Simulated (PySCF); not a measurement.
In(F)(Me)(NMe2) (C3H9FInN), SMILES C[N](C)[In]([CH3])[F].

Geometry: PBE-D3(BJ)/def2-SVP. The def2 effective core potentials stand for the cores of In; spin–orbit coupling is left out. Other conformers were not sampled.

The numbers are results of PySCF with TDA-PBE0/def2-SVPD, not measurements.

Vertical excitations.  State labels are in the subgroup Cs.

| state | symmetry | energy (eV) | λ (nm) | f | main pairs |
|---|---|---|---|---|---|
| S1 | A" | 3.76 | 330 | 0.016 | HOMO→LUMO 98 % |
| S2 | A' | 4.55 | 272 | 0.109 | HOMO→LUMO+1 94 % |
| S3 | A" | 5.40 | 229 | 0.004 | HOMO→LUMO+2 95 % |
| S4 | A" | 5.84 | 212 | 0.009 | HOMO→LUMO+3 84 % |
| S5 | A" | 6.18 | 201 | 0.002 | HOMO→LUMO+4 82 % |
| S6 | A" | 6.33 | 196 | 0.003 | HOMO−1→LUMO+1 99 % |
| T1 | A" | 3.36 | 369 | 0 | HOMO→LUMO 94 % |
| T2 | A' | 3.59 | 346 | 0 | HOMO→LUMO+1 98 % |
Triplets are in the Tamm–Dancoff approximation.
